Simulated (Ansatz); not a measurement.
Reaction (ligand exchange at a Ge–C bond): `FC(F)=[CH][GeH3]` + `[SiH3]N[SiH3]` → `[SiH3][N]([SiH3])[GeH3]` + `C=C(F)F`

Gas-phase electronic energies from Ansatz, PBE0-D4/def2-TZVP geometries. CBS: MP2 limit from def2 TZ/QZ plus the TZ coupled-cluster correction, frozen cores. This one scheme is used for every species. Functionals use def2-TZVPP. B3LYP here is the variant with VWN-RPA as its local correlation; programs differ in this. For Ge outer-core shells are correlated without core-valence functions, which leaves a few kJ/mol of doubt a bond. Scalar relativity is left out up to krypton.

`FC(F)=[CH][GeH3]`:

Cartesian coordinates in Å:
```
F 0.152 -0.606 -2.705
C 0.360 -0.419 -1.421
F 1.586 -0.800 -1.126
C -0.507 0.068 -0.559
Ge -0.100 0.305 1.318
H -1.477 0.336 -0.957
H 0.256 -1.043 1.964
H 1.080 1.273 1.494
H -1.350 0.886 1.992
```

`[SiH3]N[SiH3]`:

Z-matrix (Å, degrees):
```
Si
N 1 1.726
H 1 1.490 2 112.6
H 1 1.484 2 107.4 3 119.9
H 1 1.489 2 110.9 3 -120.0
Si 2 1.726 1 128.9 3 -109.8
H 2 1.011 1 115.5 3 66.2
H 6 1.490 2 112.6 1 109.8
H 6 1.484 2 107.4 1 -10.1
H 6 1.488 2 110.9 1 -130.1
```

`[SiH3][N]([SiH3])[GeH3]`:

Z-matrix (Å, degrees):
```
Si
N 1 1.728
H 1 1.490 2 112.2
H 1 1.486 2 108.7 3 120.3
H 1 1.489 2 110.2 3 -119.4
Si 2 1.728 1 124.1 3 -105.9
Ge 2 1.858 1 118.0 3 70.0
H 6 1.485 2 109.8 1 -28.4
H 6 1.490 2 112.6 1 92.6
H 6 1.489 2 108.7 1 -148.5
H 7 1.537 2 108.4 1 -137.7
H 7 1.537 2 109.6 1 102.0
H 7 1.537 2 107.2 1 -18.0
```

`C=C(F)F`:

Z-matrix (Å, degrees):
```
C
C 1 1.315
H 1 1.079 2 119.7
H 1 1.079 2 119.7 3 180.0
F 2 1.313 1 125.2 3 -180.0
F 2 1.313 1 125.2 3 0.0
```

| level | ΔE (kcal/mol) | difference from CCSD(T)/CBS |
| --- | --- | --- |
| ωB97X-V | -4.4 | 0.8 |
| ωB97M-V | -4.4 | 0.8 |
| B2PLYP | -4.1 | 1.1 |
| PBE | -2.4 | 2.8 |
| r2SCAN | -3.8 | 1.4 |
| B3LYP | -2.9 | 2.3 |
| HF/def2-TZVPP | -4.7 | 0.5 |
| MP2/def2-TZVPP | -5.4 | -0.2 |
| SCS-MP2/def2-TZVPP | -5.5 | -0.3 |
| CCSD/def2-TZVPP | -5.1 | 0.1 |
| CCSD(T)/CBS | -5.2 | 0 |

Largest T1 diagnostic among the species: 0.012.

The D4 term adds −2.1 kcal/mol with B3LYP and −1.2 kcal/mol with PBE0; it sums over pairs of atoms, weighted by their polarisabilities, and B3LYP, whose exchange is more repulsive, gets the larger term.
